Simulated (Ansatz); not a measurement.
Stepwise reaction of `N[Si@H](O)O[Si@@H](N)O` with hydrogen, as a gas-phase model of exchange steps in deposition or etching. ΔE in kJ/mol.

Calculated with Ansatz (gas phase, PBE0-D4/def2-TZVP geometries, no zero-point term in ΔE). CBS: MP2 limit from def2 TZ/QZ plus the TZ coupled-cluster correction, frozen cores. This one scheme is used for every species. Functionals use def2-TZVPP. B3LYP here is the variant with VWN-RPA as its local correlation; programs differ in this. Each species was taken in one conformer, which may not be the lowest.

```
step                                                   reaction  PBE-D4  B3LYP-D4  ωB97M-V  CCSD(T)/CBS
   1  `N[Si@H](O)O[Si@@H](N)O` + H₂ → `N[SiH2]O[SiH](N)O` + H₂O    92.5     100.9    100.6         99.1
   2         `N[SiH2]O[SiH](N)O` + H₂ → `N[SiH2]O[SiH2]N` + H₂O   100.4     104.3    106.5        101.8
```

(1) By hand: ΔE of the 2 steps together at CCSD(T)/CBS.

Answers

(1) (99.1) + (101.8) = 200.9 kJ/mol, or 100.4 kJ/mol a step.

In ΔE the steps differ by no more than 2.7 kJ/mol. All are uphill at CCSD(T)/CBS. PBE-D4 differs from CCSD(T)/CBS by -6.6 to -1.4 kJ/mol a step. Isolated molecules leave out the surface, adducts and barriers. Largest T1 diagnostic: 0.011.
